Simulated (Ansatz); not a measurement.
Total energies of `Cl[SiH2]O[SiH2]Cl`.

```xyz
9

Cl   -1.1918   -1.3552    1.9115
Si    0.5406   -1.2025    0.8283
O     0.2838   -0.2946   -0.4988
Si   -0.4117    1.0686   -1.0549
Cl   -0.0248    2.6191    0.2274
H     1.5574   -0.5708    1.6928
H     0.9308   -2.5549    0.3866
H     0.1926    1.3876   -2.3623
H    -1.8770    0.9027   -1.1305
```

The species carries charge 0 and has multiplicity 1. All single points use the PBE0-D4/def2-TZVP geometry. It is one conformer, not always the lowest. Basis def2-TZVPP, Ansatz 0.2.0.

RPA on PBE orbitals: Hartree–Fock energy of these orbitals -1574.28673 Eh, correlation -1.42498 Eh (frozen core).

```tsv
functional	energy without D4 (Eh)	D4 term (kJ/mol)
LDA (SPW92)	-1571.43591	–
PBE	-1576.52460	-26.8
r2SCAN	-1577.14591	-6.5
B97M-V	-1576.88683	–
PBE0	-1576.66264	-23.1
r2SCANh	-1577.13639	-7.1
r2SCAN0	-1577.12329	-7.9
HSE06 (plane-wave form)	-1576.63058	-21.8
BHLYP	-1577.26625	-36.5
CAM-B3LYP	-1577.31429	-24.0
LC-ωPBE	-1576.81728	–
ωB97M-V	-1577.18568	–
B2PLYP	-1576.74869	–
PBE-QIDH	-1576.32498	–
```

**Question.** Give the same for revPBE, BLYP, B3LYP, ωB97X-V. (Estimate.)

**Answer.** Computed: 
```tsv
functional	energy without D4 (Eh)	D4 term (kJ/mol)
revPBE	-1576.96367	-70.0
BLYP	-1577.25980	-57.2
B3LYP	-1577.36664	-43.5
ωB97X-V	-1577.04354	–
```

B3LYP takes the VWN-RPA correlation (the form of Gaussian; ORCA's B3LYP/G). HSE06 is the plane-wave form, built on full-range PBE exchange. The double hybrids freeze the cores in their second-order part.

LC-ωPBE has ω = 0.4 bohr⁻¹.
